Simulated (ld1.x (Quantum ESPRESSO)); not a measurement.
Scattering properties, PAW potential for Hg (Z = 80)

Hg, PAW, made with ld1.x (Quantum ESPRESSO) 7.5 (PBE, scalar-relativistic). Core [Kr] 4d10 4f14, reference 5s2 5p6 5d10 6s1 6p0 (charge +1). Waves: 5s (bound): rcut 1.15, rcutus 1.25 bohr; 6s (bound): rcut 1.15, rcutus 1.25 bohr; 5p (bound): rcut 1.65, rcutus 2.00 bohr; 6p (bound, empty): rcut 1.65, rcutus 2.00 bohr; 5d (bound): rcut 1.70, rcutus 2.30 bohr; 5d channel at 0.3 Ry: rcut 1.70, rcutus 2.30 bohr. Local part: all-electron potential smoothed inside 1.45 bohr (lloc = -1). Core correction: Bessel-smoothed model core, default radius (core density twice the valence density). Augmentation charge: PSQ, inside the norm-conserving radii.

The phase is arctan(r·u′/u) with u = r·R(r), unwrapped; energies in Ry, scanned from -11 to 5 Ry. A pole is an energy at which the radial function vanishes at the test radius. The pseudo phase is shifted by a multiple of π to meet the all-electron one at the reference energy, and phase errors are pseudo minus all-electron; the curves can meet again beyond the range given. Levels narrower than the energy grid can be missing from the lists of poles. n/a: not evaluated, since a narrow level or a reset projector energy made the automatic matching unsafe.

```
channel  radius (bohr)  reference energy (Ry)  poles, all-electron  poles, pseudo  unbroken range about the reference energy with phases within 0.05 rad  phase error 1 Ry above the reference energy (rad)
      s           2.49                  -1.08                 1.03           1.03                                                                    n/a                                                n/a
      p           2.49                  -0.55          -5.52, 2.93    -5.52, 2.73                                                              below 4.2                                             -0.005
      d           2.49                  -1.38                -1.05    -0.79, 2.06                                                           -1.5 to -1.2                                             -0.049
```

The ghost test of this file was not conclusive. Its overlap operator is not positive definite in a basis up to 400 Ry (lowest eigenvalue d -5.59), so the file is unfit for use: the generalised eigenproblem breaks down once the basis is large enough, and its test numbers describe a broken file.

Phases in the d channel:

| E (Ry) | all-electron | pseudo |
| --- | --- | --- |
| -11.00 | 1.446 | 1.450 |
| -10.76 | 1.445 | 1.449 |
| -10.52 | 1.443 | 1.448 |
| -10.28 | 1.442 | 1.446 |
| -10.04 | 1.440 | 1.445 |
| -9.80 | 1.438 | 1.443 |
| -9.56 | 1.436 | 1.442 |
| -9.32 | 1.435 | 1.440 |
| -9.08 | 1.433 | 1.438 |
| -8.84 | 1.431 | 1.437 |
| -8.60 | 1.428 | 1.435 |
| -8.36 | 1.426 | 1.433 |
| -8.12 | 1.424 | 1.431 |
| -7.88 | 1.421 | 1.429 |
| -7.64 | 1.419 | 1.427 |
| -7.40 | 1.416 | 1.425 |
| -7.16 | 1.413 | 1.423 |
| -6.92 | 1.410 | 1.420 |
| -6.68 | 1.407 | 1.417 |
| -6.44 | 1.403 | 1.415 |
| -6.20 | 1.400 | 1.412 |
| -5.96 | 1.396 | 1.409 |
| -5.72 | 1.391 | 1.405 |
| -5.48 | 1.387 | 1.402 |
| -5.24 | 1.382 | 1.398 |
| -5.00 | 1.376 | 1.394 |
| -4.76 | 1.370 | 1.389 |
| -4.52 | 1.363 | 1.384 |
| -4.28 | 1.355 | 1.378 |
| -4.04 | 1.347 | 1.372 |
| -3.80 | 1.337 | 1.365 |
| -3.56 | 1.325 | 1.356 |
| -3.32 | 1.311 | 1.346 |
| -3.08 | 1.294 | 1.333 |
| -2.84 | 1.271 | 1.317 |
| -2.60 | 1.241 | 1.294 |
| -2.36 | 1.195 | 1.261 |
| -2.12 | 1.116 | 1.202 |
| -1.88 | 0.939 | 1.066 |
| -1.64 | 0.264 | 0.488 |
| -1.40 | -1.123 | -1.122 |
| -1.16 | -1.498 | -1.457 |
| -0.92 | -1.627 | -1.462 |
| -0.68 | -1.697 | -1.950 |
| -0.44 | -1.747 | -1.808 |
| -0.20 | -1.789 | -1.813 |
| 0.04 | -1.830 | -1.836 |
| 0.28 | -1.872 | -1.872 |
| 0.52 | -1.921 | -1.927 |
| 0.76 | -1.979 | -2.025 |
| 1.00 | -2.055 | -2.255 |
| 1.24 | -2.159 | -3.090 |
| 1.48 | -2.311 | -4.235 |
| 1.72 | -2.545 | -4.559 |
| 1.96 | -2.901 | -4.681 |
| 2.20 | -3.353 | -4.746 |
| 2.44 | -3.757 | -4.789 |
| 2.68 | -4.035 | -4.821 |
| 2.92 | -4.213 | -4.846 |
| 3.16 | -4.331 | -4.868 |
| 3.40 | -4.413 | -4.889 |
| 3.64 | -4.474 | -4.908 |
| 3.88 | -4.520 | -4.927 |
| 4.12 | -4.557 | -4.946 |
| 4.36 | -4.587 | -4.966 |
| 4.60 | -4.612 | -4.988 |
| 4.84 | -4.633 | -5.011 |
